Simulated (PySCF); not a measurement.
dimethylsulfoxide (C₂H₆OS), singlet, geometry from GFN2-xTB; PySCF with CISD/def2-SVP.

Here is a job for PySCF.
```python
from pyscf import gto, scf, ci

mol = gto.Mole()
mol.atom = '''
    S    -0.00638160    0.25789735   -0.45583475
    O    -0.01284941    1.45780980    0.37857550
    C     1.37076266   -0.79819518    0.18724665
    C    -1.35000243   -0.82772888    0.20862756
    H     1.27987622   -0.89677085    1.26308812
    H    -2.29810816   -0.35220996   -0.01997107
    H     1.32489255   -1.76477228   -0.30045787
    H     2.30461413   -0.30224775   -0.05614119
    H    -1.29083210   -1.79316578   -0.27990241
    H    -1.24010316   -0.92412504    1.28289118
'''
mol.basis = 'def2-svp'
mol.verbose = 4
mol.max_memory = 1800
mol.build()

mf = scf.RHF(mol)
mf.kernel()

myci = ci.CISD(mf, frozen=8)
myci.kernel()
print('E(CISD) = %.10f' % myci.e_tot)
```

Output, abridged:

```
PySCF version 2.14.0

[INPUT] verbose = 4
[INPUT] num. atoms = 10
[INPUT] num. electrons = 42
[INPUT] charge = 0
[INPUT] spin (= nelec alpha-beta = 2S) = 0
[INPUT] symmetry False subgroup None
[INPUT] Mole.unit = angstrom
[INPUT] Symbol           X                Y                Z      unit          X                Y                Z       unit  Magmom
[INPUT]  1 S     -0.006381600000   0.257897350000  -0.455834750000 AA   -0.012059476237   0.487355359751  -0.861402835560 Bohr   0.0
[INPUT]  2 O     -0.012849410000   1.457809800000   0.378575500000 AA   -0.024281865762   2.754861263707   0.715404012470 Bohr   0.0
[INPUT]  3 C      1.370762660000  -0.798195180000   0.187246650000 AA    2.590366009180  -1.508370284148   0.353844886242 Bohr   0.0
[INPUT]  4 C     -1.350002430000  -0.827728880000   0.208627560000 AA   -2.551134860197  -1.564180888593   0.394248950436 Bohr   0.0
[INPUT]  5 H      1.279876220000  -0.896770850000   1.263088120000 AA    2.418615529144  -1.694651302993   2.386890617992 Bohr   0.0
[INPUT]  6 H     -2.298108160000  -0.352209960000  -0.019971070000 AA   -4.342795027028  -0.665580362744  -0.037739852715 Bohr   0.0
[INPUT]  7 H      1.324892550000  -1.764772280000  -0.300457870000 AA    2.503684063977  -3.334936281424  -0.567783086270 Bohr   0.0
[INPUT]  8 H      2.304614130000  -0.302247750000  -0.056141190000 AA    4.355089528503  -0.571165469266  -0.106091473407 Bohr   0.0
[INPUT]  9 H     -1.290832100000  -1.793165780000  -0.279902410000 AA   -2.439319141797  -3.388592220142  -0.528938896506 Bohr   0.0
[INPUT] 10 H     -1.240103160000  -0.924125040000   1.282891180000 AA   -2.343455338608  -1.746343230453   2.424312977820 Bohr   0.0

nuclear repulsion = 183.517488509763
number of shells = 44
number of NR pGTOs = 150
number of NR cGTOs = 90
basis = def2-svp
ecp = {}

******** <class 'pyscf.scf.hf.RHF'> ********
method = RHF
initial guess = minao
damping factor = 0
level_shift factor = 0
DIIS = <class 'pyscf.scf.diis.CDIIS'>
diis_start_cycle = 1
diis_space = 8
diis_damp = 0
SCF conv_tol = 1e-09
SCF conv_tol_grad = None
SCF max_cycles = 50
direct_scf = True
direct_scf_tol = 1e-13
Set gradient conv threshold to 3.16228e-05
Initial guess from minao.
init E= -551.901689519749
  HOMO = -0.274881606355384  LUMO = 0.0981297889629409  gap/eV = 10.15016
cycle= 1 E= -551.161531649583  delta_E= 0.74  |g|= 0.755  |ddm|= 3.12
  HOMO = -0.27206911054858  LUMO = 0.131051256477084  gap/eV = 10.96946
cycle= 2 E= -551.229084691652  delta_E= -0.0676  |g|= 0.59  |ddm|=  1.3
  HOMO = -0.360834721015584  LUMO = 0.158415697523644  gap/eV = 14.12952
cycle= 3 E= -551.299467786738  delta_E= -0.0704  |g|= 0.0635  |ddm|= 0.617
  HOMO = -0.35788729044261  LUMO = 0.164401643781341  gap/eV = 14.21221
cycle= 4 E= -551.300849754888  delta_E= -0.00138  |g|= 0.0129  |ddm|= 0.0891
  HOMO = -0.361638827715016  LUMO = 0.163603979078778  gap/eV = 14.29258
cycle= 5 E= -551.300919367448  delta_E= -6.96e-05  |g|= 0.00359  |ddm|= 0.026
  HOMO = -0.361307365735622  LUMO = 0.163687547463624  gap/eV = 14.28584
cycle= 6 E= -551.300925943356  delta_E= -6.58e-06  |g|= 0.00102  |ddm|= 0.00892
  HOMO = -0.361484281245827  LUMO = 0.163622221705952  gap/eV = 14.28888
cycle= 7 E= -551.300926742817  delta_E= -7.99e-07  |g|= 0.000339  |ddm|= 0.00385
  HOMO = -0.361580676622745  LUMO = 0.163642802530787  gap/eV = 14.29206
cycle= 8 E= -551.30092682231  delta_E= -7.95e-08  |g|= 0.000118  |ddm|= 0.00118
  HOMO = -0.361570016882315  LUMO = 0.163640697471954  gap/eV = 14.29171
cycle= 9 E= -551.300926832328  delta_E= -1e-08  |g|= 3.04e-05  |ddm|= 0.000388
  HOMO = -0.361572143150163  LUMO = 0.163641578441282  gap/eV = 14.29179
cycle= 10 E= -551.300926833208  delta_E= -8.8e-10  |g|= 9.73e-06  |ddm|= 0.000115
  HOMO = -0.361570561137505  LUMO = 0.163641397810592  gap/eV = 14.29175
Extra cycle  E= -551.30092683328  delta_E= -7.22e-11  |g|= 5.23e-06  |ddm|= 2.46e-05
converged SCF energy = -551.30092683328

******** <class 'pyscf.ci.cisd.RCISD'> ********
CISD nocc = 13, nmo = 82
frozen orbitals 8
max_cycle = 50
direct = 0
conv_tol = 1e-09
max_cycle = 50
max_space = 12
lindep = 0
nroots = 1
Init t2, MP2 energy = -0.614665125425849
RCISD converged
E(RCISD) = -551.8602599385596  E_corr = -0.5593331052792361
E(CISD) = -551.8602599386
```
